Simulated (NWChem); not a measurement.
System: CH₇NSi₂; SMILES [SiH3]/N=C\[SiH3]

Here is an NWChem input.

```
start job
memory heap 200 mb stack 900 mb global 1100 mb
geometry units angstroms noautosym nocenter noautoz
  Si     0.380518     1.811312    -0.213297
  C     -1.030889     0.570199     0.203226
  N     -0.956939    -0.691591     0.304517
  Si     0.401109    -1.783225     0.115882
  H      1.463237     1.724771     0.812698
  H     -0.190846     3.190800    -0.219328
  H      0.957257     1.504836    -1.557128
  H     -2.030031     1.030565     0.373836
  H      0.556048    -2.519205     1.402664
  H      1.703652    -1.114820    -0.224240
  H      0.049116    -2.739567    -0.971773
end
basis spherical
  Si library sto-3g
  C library sto-3g
  N library sto-3g
  H library sto-3g
end
dft
  xc hfexch
  iterations 150
end
property
  shielding 9 1 2 3 4 5 6 8 9 10
  efieldgrad
end
task dft property
```

Excerpt of the output:

```
             Northwest Computational Chemistry Package (NWChem) 7.3.0
             --------------------------------------------------------

                             Geometry "geometry" -> ""
                             -------------------------

 Output coordinates in angstroms (scale by  1.889725989 to convert to a.u.)

  No.       Tag          Charge          X              Y              Z
 ---- ---------------- ---------- -------------- -------------- --------------
    1 Si                  14.0000     0.38051800     1.81131200    -0.21329700
    2 C                    6.0000    -1.03088900     0.57019900     0.20322600
    3 N                    7.0000    -0.95693900    -0.69159100     0.30451700
    4 Si                  14.0000     0.40110900    -1.78322500     0.11588200
    5 H                    1.0000     1.46323700     1.72477100     0.81269800
    6 H                    1.0000    -0.19084600     3.19080000    -0.21932800
    7 H                    1.0000     0.95725700     1.50483600    -1.55712800
    8 H                    1.0000    -2.03003100     1.03056500     0.37383600
    9 H                    1.0000     0.55604800    -2.51920500     1.40266400
   10 H                    1.0000     1.70365200    -1.11482000    -0.22424000
   11 H                    1.0000     0.04911600    -2.73956700    -0.97177300

 Effective nuclear repulsion energy (a.u.)     199.8512604012

  xc_inp: hfexch multiplicative factor not found.
                              NWChem Property Module
                              ----------------------

  itol2e modified to match energy
  convergence criterion.

                                 NWChem DFT Module
                                 -----------------

 Summary of "ao basis" -> "ao basis" (spherical)
 ------------------------------------------------------------------------------
       Tag                 Description            Shells   Functions and Types
 ---------------- ------------------------------  ------  ---------------------
 Si                          sto-3g                  5        9   3s2p
 C                           sto-3g                  3        5   2s1p
 N                           sto-3g                  3        5   2s1p
 H                           sto-3g                  1        1   1s

  itol2e modified to match energy
  convergence criterion.

            General Information
            -------------------
          SCF calculation type: DFT
          Wavefunction type:  closed shell.
          No. of atoms     :    11
          No. of electrons :    48
           Alpha electrons :    24
            Beta electrons :    24
          Charge           :     0
          Spin multiplicity:     1
          Use of symmetry is: off; symmetry adaption is: off
          Maximum number of iterations: 150
          AO basis - number of functions:    35
                     number of shells:    23
          Convergence on energy requested:  1.00D-07
          Convergence on density requested:  1.00D-05
          Convergence on gradient requested:  5.00D-04

              XC Information
              --------------
                     Hartree-Fock (Exact) Exchange  1.000

      Superposition of Atomic Density Guess
      -------------------------------------

 Sum of atomic energies:        -664.96244762

      Non-variational initial energy
      ------------------------------

 Total energy =    -664.994984
 1-e energy   =   -1327.290545
 2-e energy   =     462.444301
 HOMO         =      -0.073990
 LUMO         =       0.193646

   convergence    iter        energy       DeltaE   RMS-Dens  Diis-err
 ---------------- ----- ----------------- --------- --------- ---------
 d= 0,ls=0.0,diis     1   -666.3117012668 -8.66D+02  2.41D-02  3.91D-01
 d= 0,ls=0.0,diis     2   -666.3631025101 -5.14D-02  9.82D-03  1.72D-01
 d= 0,ls=0.0,diis     3   -666.3856982316 -2.26D-02  2.87D-03  2.71D-03
 d= 0,ls=0.0,diis     4   -666.3868030753 -1.10D-03  1.03D-03  4.57D-04
 d= 0,ls=0.0,diis     5   -666.3869504145 -1.47D-04  5.52D-04  6.43D-05
  Resetting Diis
 d= 0,ls=0.0,diis     6   -666.3869756749 -2.53D-05  5.66D-05  9.70D-07
 d= 0,ls=0.0,diis     7   -666.3869759750 -3.00D-07  7.96D-06  3.16D-08
 d= 0,ls=0.0,diis     8   -666.3869759842 -9.25D-09  3.99D-06  3.66D-09

         Total DFT energy =     -666.386975984246
      One electron energy =    -1322.958519181163
           Coulomb energy =      511.959016881006
    Exchange-Corr. energy =      -55.238734085318
 Nuclear repulsion energy =      199.851260401228

 Numeric. integr. density =        0.000000000000

                       DFT Final Molecular Orbital Analysis
                       ------------------------------------

 Vector   22  Occ=2.000000D+00  E=-4.176230D-01
              MO Center=  5.0D-01,  8.0D-01, -1.5D-01, r^2= 6.1D+00
   Bfn.  Coefficient  Atom+Function         Bfn.  Coefficient  Atom+Function
  ----- ------------  ---------------      ----- ------------  ---------------
    30      0.472950   6 H  s                34      0.358580  10 H  s
     8      0.303079   1 Si py               27      0.228345   4 Si py
    29     -0.201671   5 H  s                31     -0.201666   7 H  s
     7     -0.188813   1 Si px               33     -0.189032   9 H  s
    35     -0.189040  11 H  s                26      0.180301   4 Si px

 Vector   23  Occ=2.000000D+00  E=-3.431261D-01
              MO Center= -6.3D-01, -2.8D-01,  2.0D-01, r^2= 2.8D+00
   Bfn.  Coefficient  Atom+Function         Bfn.  Coefficient  Atom+Function
  ----- ------------  ---------------      ----- ------------  ---------------
    19      0.569020   3 N  pz               14      0.546543   2 C  pz
    33     -0.229989   9 H  s                35      0.229989  11 H  s
    29     -0.176846   5 H  s                31      0.176846   7 H  s
    17      0.121493   3 N  px               12      0.116691   2 C  px
    28     -0.117100   4 Si pz                9     -0.094623   1 Si pz

 Vector   24  Occ=2.000000D+00  E=-2.527720D-01
              MO Center= -7.6D-01, -1.4D-01,  2.1D-01, r^2= 2.6D+00
   Bfn.  Coefficient  Atom+Function         Bfn.  Coefficient  Atom+Function
  ----- ------------  ---------------      ----- ------------  ---------------
    17      0.677719   3 N  px               32      0.302112   8 H  s
    16     -0.299964   3 N  s                18      0.268199   3 N  py
     7      0.237759   1 Si px               12     -0.220691   2 C  px
    34     -0.217410  10 H  s                 8      0.206355   1 Si py
    19     -0.169590   3 N  pz                6     -0.156529   1 Si s

 Vector   25  Occ=0.000000D+00  E= 2.959658D-01
              MO Center= -7.7D-01, -5.2D-02,  2.1D-01, r^2= 2.1D+00
   Bfn.  Coefficient  Atom+Function         Bfn.  Coefficient  Atom+Function
  ----- ------------  ---------------      ----- ------------  ---------------
    14      0.730640   2 C  pz               19     -0.692938   3 N  pz
    28     -0.230980   4 Si pz                9      0.220666   1 Si pz
    33      0.212375   9 H  s                35     -0.212368  11 H  s
    29     -0.199027   5 H  s                31      0.199027   7 H  s
    12      0.156002   2 C  px               17     -0.147942   3 N  px

 Vector   26  Occ=0.000000D+00  E= 4.518359D-01
              MO Center=  1.6D-01,  1.1D-01, -7.9D-03, r^2= 3.1D+00
   Bfn.  Coefficient  Atom+Function         Bfn.  Coefficient  Atom+Function
  ----- ------------  ---------------      ----- ------------  ---------------
     6      0.705103   1 Si s                25      0.593036   4 Si s
    27      0.546559   4 Si py               11     -0.456234   2 C  s
     8     -0.450341   1 Si py               34     -0.428499  10 H  s
    16     -0.403032   3 N  s                12     -0.361249   2 C  px
    13     -0.357071   2 C  py               17     -0.299889   3 N  px

[...]

          -----------------------------------------
          Chemical Shielding Tensors (GIAO, in ppm)
          -----------------------------------------

                                NWChem CPHF Module
                                ------------------

  scftype          =     RHF
  nclosed          =       24
  nopen            =        0
  variables        =      264
  # of vectors     =        3
  tolerance        = 0.10D-03
  level shift      = 0.00D+00
  max iterations   =       50
  max subspace     =       30

 SCF residual:    4.2291637720797955E-005

Iterative solution of linear equations
  No. of variables      264
  No. of equations        3
  Maximum subspace       30
        Iterations       50
       Convergence  1.0D-04

   iter   nsub   residual    time
   ----  ------  --------  ---------
     1      3    2.23D+00       3.6
     2      6    8.79D-01       3.8
     3      9    1.30D-01       4.0
     4     12    2.82D-02       4.3
     5     15    2.61D-03       4.5
     6     18    5.03D-04       4.7
     7     21    7.35D-05       4.9

      Atom:    1  Si
        Diamagnetic
    868.6570      2.5328     -1.0153
      2.5328    870.6751     -1.0672
     -1.0153     -1.0672    865.3182

        Paramagnetic
   -220.7904      1.0889     -3.9922
      1.0889   -205.7156     -3.3229
     -3.9922     -3.3229   -237.8520

        Total Shielding Tensor
    647.8665      3.6216     -5.0075
      3.6216    664.9595     -4.3901
     -5.0075     -4.3901    627.4662

           isotropic =     646.7641
          anisotropy =      29.5015

          Principal Components and Axis System
                 1           2           3
              666.4317    647.8710    625.9895

      1         0.2253      0.9518      0.2080
      2         0.9645     -0.2480      0.0904
      3        -0.1376     -0.1802      0.9740

      Atom:    2  C
        Diamagnetic
    257.9289      1.6185     -4.0990
      1.6185    266.8653     -2.8909
     -4.0990     -2.8909    240.5777

        Paramagnetic
   -283.3829     38.6421     49.0606
     38.6421   -158.0178      2.9969
     49.0606      2.9969    -47.5611

        Total Shielding Tensor
    -25.4540     40.2605     44.9617
     40.2605    108.8475      0.1059
     44.9617      0.1059    193.0166

           isotropic =      92.1367
          anisotropy =     165.7343

          Principal Components and Axis System
                 1           2           3
              202.6262    118.3064    -44.5225

      1         0.2079      0.2269      0.9515
      2         0.0904      0.9641     -0.2496
      3         0.9740     -0.1379     -0.1800

      Atom:    3  N
        Diamagnetic
    316.2016    -12.6277     -1.5700
    -12.6277    335.5809     -0.2939
     -1.5700     -0.2939    303.7215

        Paramagnetic
   -495.2145    314.1496     98.2459
    314.1496   -799.3814     16.5199
     98.2459     16.5199     78.9661

        Total Shielding Tensor
   -179.0129    301.5219     96.6759
    301.5219   -463.8005     16.2261
     96.6759     16.2261    382.6876

           isotropic =     -86.7086
          anisotropy =    -854.3418

          Principal Components and Axis System
                 1           2           3
             -656.2698    404.8341     -8.6901

      1        -0.5391      0.2079      0.8162
      2         0.8414      0.0904      0.5328
      3         0.0370      0.9740     -0.2237

      Atom:    4  Si
        Diamagnetic
    867.9992     -3.7664     -0.5085
     -3.7664    870.4154      0.2069
     -0.5085      0.2069    864.0696

        Paramagnetic
   -234.0443    -21.7360     -7.8392
    -21.7360   -221.7559     -0.7841
     -7.8392     -0.7841   -278.4659

        Total Shielding Tensor
    633.9549    -25.5024     -8.3477
    -25.5024    648.6595     -0.5772
     -8.3477     -0.5772    585.6038

           isotropic =     622.7394
          anisotropy =      68.0453

          Principal Components and Axis System
                 1           2           3
              668.1029    616.3472    583.7681

      1        -0.6062      0.7677      0.2079
      2         0.7934      0.6020      0.0904
      3         0.0558     -0.2197      0.9740

      Atom:    5  H
        Diamagnetic
     34.4586      1.0769      6.1675
      1.0769     29.0877      0.1868
      6.1675      0.1868     31.5029

        Paramagnetic
     -1.6303     -0.2135     -1.7737
     -0.2135      0.4926      0.0666
     -1.7737      0.0666      0.1503

        Total Shielding Tensor
     32.8283      0.8633      4.3939
      0.8633     29.5803      0.2534
      4.3939      0.2534     31.6532

           isotropic =      31.3539
          anisotropy =       8.1192

          Principal Components and Axis System
                 1           2           3
               36.7667     29.5676     27.7275

      1         0.7508      0.0534     -0.6584
      2         0.1131      0.9716      0.2078
      3         0.6508     -0.2305      0.7234

      Atom:    6  H
        Diamagnetic
     29.0159     -3.4112     -0.1878
     -3.4112     39.5825     -0.4715
     -0.1878     -0.4715     26.7373

        Paramagnetic
      0.5784      1.0022      0.0718
      1.0022     -3.3118      0.2187
      0.0718      0.2187      1.3145

        Total Shielding Tensor
     29.5942     -2.4089     -0.1161
     -2.4089     36.2707     -0.2529
     -0.1161     -0.2529     28.0518

           isotropic =      31.3056
          anisotropy =       8.6223

          Principal Components and Axis System
                 1           2           3
               37.0538     28.8594     28.0035

      1        -0.3069      0.9287      0.2079
      2         0.9515      0.2942      0.0904
      3        -0.0228     -0.2256      0.9740

      Atom:    7  H
        Diamagnetic
     40.2882     -5.7445     -3.0979
     -5.7445     30.1031      0.5936
     -3.0979      0.5936     23.8889

        Paramagnetic
    -16.7849     10.1888      2.8282
     10.1888     -8.5910     -1.2957
      2.8282     -1.2957      0.4059

        Total Shielding Tensor
     23.5034      4.4443     -0.2697
      4.4443     21.5121     -0.7021
     -0.2697     -0.7021     24.2948

           isotropic =      23.1034
          anisotropy =       6.1564

          Principal Components and Axis System
                 1           2           3
               27.2077     24.1720     17.9305

      1         0.7560      0.2080     -0.6206
      2         0.6169      0.0904      0.7818
      3        -0.2187      0.9740      0.0600

      Atom:    8  H
        Diamagnetic
     27.3908     -1.7858      1.6695
     -1.7858     31.8914     -5.9548
      1.6695     -5.9548     35.5368

        Paramagnetic
      0.7127      1.1200     -1.1756
      1.1200     -2.2564      2.0871
     -1.1756      2.0871     -1.9808

        Total Shielding Tensor
     28.1035     -0.6658      0.4939
     -0.6658     29.6350     -3.8677
      0.4939     -3.8677     33.5560

           isotropic =      30.4315
          anisotropy =       8.3628

          Principal Components and Axis System
                 1           2           3
               36.0067     28.1363     27.1515

      1         0.0970      0.9392      0.3295
      2        -0.5238     -0.2333      0.8193
      3         0.8463     -0.2521      0.4693

      Atom:    9  H
        Diamagnetic
     37.2809      2.2248     -2.7273
      2.2248     31.6047     -1.0440
     -2.7273     -1.0440     26.1528

        Paramagnetic
     -3.4434     -0.1490      1.1122
     -0.1490     -0.8490      0.2684
      1.1122      0.2684      1.4387

        Total Shielding Tensor
     33.8375      2.0758     -1.6151
      2.0758     30.7557     -0.7755
     -1.6151     -0.7755     27.5914

           isotropic =      30.7282
          anisotropy =       6.8550

          Principal Components and Axis System
                 1           2           3
               35.2983     29.7118     27.1746

      1         0.8707     -0.4457      0.2079
      2         0.4366      0.8951      0.0904
      3        -0.2264      0.0121      0.9740
```

Level: Hartree-Fock/STO-3G, GIAO. STO-3G and 3-21G are far too small for this property and stand as cheap habits. Geometry: optimised at PBE0/def2-SVP. NWChem prints the field gradient with the sign opposite to the second derivative of the potential. The output numbers the shielded atoms by their place in the input's list. The printed shielding anisotropy is the first printed principal value minus the mean of the other two.
